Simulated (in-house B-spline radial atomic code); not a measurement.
Sm III (Sm2+) is squeezed into an impenetrable sphere of radius R (the orbitals vanish at R). Computed with a B-spline radial code for spherical atoms: Dirac-Kohn-Sham LDA VWN5, spherical fractional occupations, Fermi nucleus of rms radius 5.0819 fm.

Energies in eV above the free ion in [Xe] 4f6:

| R (bohr) | highest level (eV) | [Xe] 4f6 | [Kr] 4d10 4f6 5s2 5p5 5d1 | [Kr] 4d10 4f7 5s2 5p5 |
| --- | --- | --- | --- | --- |
| 8 | -15.8 | 0.0003893 | 23.42 | 21.72 |
| 6.12 | -15.7 | 0.01481 | 23.52 | 21.76 |
| 5.17 | -15.6 | 0.1112 | 23.88 | 21.92 |
| 4.23 | -14.8 | 0.9687 | 25.66 | 23 |
| 3.66 | -13.2 | 3.825 | 29.9 | 26.15 |
| 2.98 | -7.52 | 20.47 | 50.22 | 43.13 |
| 2.64 | -1.15 | 48.16 | 81.43 | 70.37 |
| 2.06 | 23.1 | 218.6 | 263.7 | 233 |
| 1.69 | 74 | 620.4 | 680 | 610.1 |
| 1.23 | 342 | 2763 | 2846 | 2611 |

Question: Does [Kr] 4d10 4f6 5s2 5p5 5d1 fall below [Xe] 4f6 under compression?

Answer: No, it stays above over the whole range.

Question: Does [Kr] 4d10 4f7 5s2 5p5 fall below [Xe] 4f6 under compression?

Answer: Yes, between R = 2.06 and 1.69 bohr the order changes (near 1.84 bohr by linear interpolation).

The highest level is first positive in the row R = 2.06 bohr, pushed up by confinement above the zero of the free ion's potential. Each configuration is held fixed and needn't be the lowest in the sphere.
